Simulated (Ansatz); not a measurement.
Geometry optimisation, RHF/def2-SVP in Ansatz.

Input:

```yaml
crystal:
  periodic: [false, false, false]
  atoms:
    - { symbol: Sn, position_ang: [0.508607, 0.335919, -0.385851] }
    - { symbol: O, position_ang: [-0.691955, 0.371913, 2.530156] }
    - { symbol: H, position_ang: [-1.486446, 0.823092, 2.255715] }
    - { symbol: O, position_ang: [1.234005, 0.18778, -2.198003] }
    - { symbol: H, position_ang: [1.330842, -0.691043, -2.536078] }
    - { symbol: O, position_ang: [-1.353445, 0.95285, -0.532873] }
    - { symbol: H, position_ang: [-1.832759, 0.712389, -1.312668] }
    - { symbol: O, position_ang: [0.449061, -1.547387, 0.146875] }
    - { symbol: H, position_ang: [0.051457, -1.714803, 0.990277] }
    - { symbol: Si, position_ang: [1.667609, 1.939536, 1.17522] }
    - { symbol: H, position_ang: [2.231118, 1.184189, 2.317404] }
    - { symbol: H, position_ang: [2.746519, 2.690276, 0.496689] }
    - { symbol: H, position_ang: [0.654776, 2.892535, 1.685454] }
    - { symbol: H, position_ang: [-0.137589, 1.052654, 2.941983] }
basis:
  gaussian: { orbitals: def2-SVP }
hamiltonian:
  xc: hf
relax:
  f_tol: 0.03
  max_steps: 50
```

Command:

```bash
$ ansatz run input.yaml --threads 4 --pin off --max-ram 5120MiB --backend cpu --events-out ev --progress --plain --runs-dir out
```

Question: Where does it end, and by what steps?

Answer: It converged. After 13 steps the energy has fallen by 0.292 eV; H14 moved furthest, 0.94 Å.

| step | energy less start (eV) | largest force component (eV/Å) | accepted |
| --- | --- | --- | --- |
| 0 | 0.0000 | 1.086 | yes |
| 1 | -0.0575 | 1.706 | yes |
| 2 | -0.1077 | 1.931 | yes |
| 3 | -0.1968 | 1.280 | yes |
| 4 | -0.1523 | 2.037 | no |
| 5 | -0.2371 | 0.854 | yes |
| 6 | -0.2548 | 0.615 | yes |
| 7 | -0.2748 | 0.365 | yes |
| 8 | -0.2761 | 0.287 | yes |
| 9 | -0.2849 | 0.167 | yes |
| 10 | -0.2873 | 0.126 | yes |
| 11 | -0.2909 | 0.044 | yes |
| 12 | -0.2911 | 0.073 | yes |
| 13 | -0.2917 | 0.012 | yes |

```xyz
14
Properties=species:S:1:pos:R:3
Sn 0.536 0.366 -0.195
O -0.885 0.247 2.277
H -1.579 0.506 1.675
O 1.030 0.269 -2.091
H 1.077 -0.599 -2.465
O -1.379 0.880 -0.268
H -1.789 0.832 -1.119
O 0.616 -1.528 0.291
H 0.218 -1.736 1.123
Si 1.944 2.069 1.125
H 2.563 1.372 2.273
H 2.991 2.647 0.257
H 1.042 3.136 1.611
H -1.014 0.730 3.079
```

Whether the end is a true minimum wasn't checked by a vibrational analysis.

Time of the run: 26 s on 4 threads of Arm Neoverse V2 (shared host), peak memory 0.38 GiB.
